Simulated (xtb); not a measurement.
xtb input:

```bash
xtb mol.xyz --gfn 2 --sp --chrg -1 --uhf 0
```
mol.xyz:
```
13

C      2.02601917     0.63797414    -0.29394778
Si     0.29785465    -0.08534950     0.05753239
P      0.13803186    -1.97087166     1.10162799
P     -0.70682009    -0.10746539    -2.01336309
P     -0.71872820     1.72187355     1.10053339
H      2.60057614    -0.06049619    -0.90681274
H      1.97803831     1.60343662    -0.80638045
H      2.56017911     0.77042953     0.65036414
H      0.96740511    -1.48252770     2.16409661
H     -0.28770004    -1.41572599    -2.38449241
H     -1.96489471    -0.55868474    -1.53635250
H     -2.04545900     1.24423681     0.95532003
H     -0.82147864     2.61333218    -0.00948384
```

Question: Which total energy does the run end on?

Answer: -15.69702 Eh (GFN2-xTB).

It need not be the lowest isomer of its formula. Whether it binds its extra electron was not tested at this geometry.
